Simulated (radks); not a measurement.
Results of a calculation; reference values are marked as such.
Question: Coulomb parameter of the 5d shell of neutral osmium in the model configuration [Xe] 4f14 5d4 6s2 6p2, as a second difference U = [E(n + 0.5) + E(n - 0.5) - 2 E(n)] / (0.5)^2 with all orbitals relaxed. "Bare": the charge of the atom changes with n. "Screened": the 6p shell takes up the change at fixed total charge, which measures U(5d,5d) + U(6p,6p) - 2 U(5d,6p). Level of theory: scalar-relativistic Kohn-Sham, PBE, spin-unpolarised, spherical densities, finite nucleus; Fermi nuclear charge, rms radius 5.4126 fm (a radial shooting solver on a logarithmic mesh with Libxc functionals). Estimate both.

Answer: U(bare) = 9.365 eV, U(screened by 6p) = 2.341 eV, against the Slater integral F0(5d,5d) = 14.979 eV with frozen orbitals. The step up makes a negative ion, whose loosely bound charge lowers the bare value.
